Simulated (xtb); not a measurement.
1,1-difluoro-1-methoxyethane (C3H6F2O), SMILES C(F)(OC)(C)F. All values are semi-empirical tight-binding results from xtb (GFN2-xTB unless named), good for trends rather than for accurate numbers. Geometry optimised at GFN2-xTB. One conformer was computed; it need not be the lowest.

| Quantity | Result |
|---|---|
| orbital gap | 11.83 eV |
| dipole moment | 3.95 D |
| zero-point energy | 55.9 kcal/mol |
| G − E(el) at 298.15 K (modified RRHO) | 36.7 kcal/mol |
| static polarisability (D4 model) | 47.0 bohr³ |
| solvation energy, GFN2-xTB/ALPB(water) | -4.5 kcal/mol |
| solvation energy, GFN2-xTB/ALPB(dmf) | -6.2 kcal/mol |

### Question
Give the IR lines (harmonic; lines under 4 % of the strongest left out, lines within 3 cm⁻¹ merged). (The exact figures need the calculation; the answer reports its results.)

### Answer
ν (cm⁻¹): 541 (w), 786 (w), 889 (m), 939 (w), 1069 (w), 1090 (s), 1128 (m), 1172 (vs), 1220 (s), 1375 (m), 2951 (w), 2969 (w) (against the strongest line: vs over 80 %, s over 45 %, m over 15 %, w over 4 %, vw less)
